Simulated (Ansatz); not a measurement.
Start from `[F][Zr]([Cl])([Cl])[Br]` and change one atom or group to get `[Cl][Zr]([Cl])([Br])[Br]`.

Ansatz, PBE0-D4/def2-TZVP geometries, multiplicity 1. 

Elements past krypton have def2 core potentials. Scalar relativity is left out up to krypton.

| property | `[F][Zr]([Cl])([Cl])[Br]` |
| --- | --- |
| size of the dipole moment (ωB97M-V/def2-TZVPP) / D | 0.02 |
| zero-point energy (PBE0-D4/def2-TZVP) / kJ/mol | 14.3 |
| HOMO–LUMO gap (PBE0/def2-TZVPP) / eV | 6.69 |
| LUMO energy (PBE/def2-TZVPP) / eV | -3.27 |
| HOMO–LUMO gap (PBE/def2-TZVPP) / eV | 4.65 |
| size of the dipole moment (PBE/def2-TZVPP) / D | 0.07 |

(1) What does the change do to each property? (Estimate.)

Results:

(1) Ansatz gave: 
```
                                          property  `[Cl][Zr]([Cl])([Br])[Br]`  shift
size of the dipole moment (ωB97M-V/def2-TZVPP) / D                        0.01  -0.01
    zero-point energy (PBE0-D4/def2-TZVP) / kJ/mol                        11.1   -3.2
              HOMO–LUMO gap (PBE0/def2-TZVPP) / eV                        6.25  -0.44
                 LUMO energy (PBE/def2-TZVPP) / eV                       -3.49  -0.22
               HOMO–LUMO gap (PBE/def2-TZVPP) / eV                        4.27  -0.38
    size of the dipole moment (PBE/def2-TZVPP) / D                        0.12   0.05
```

With PBE0 the HOMO rises by 0.20 eV and the LUMO falls by 0.23 eV, so the gap narrows by about 0.43 eV. PBE moves the HOMO by 0.16 eV and ωB97M-V by 0.22 eV. Dipoles are sizes alone; their direction can turn.

Spin–orbit coupling is left out; it splits and shifts lone-pair levels of the heavy atoms by tenths of an eV.
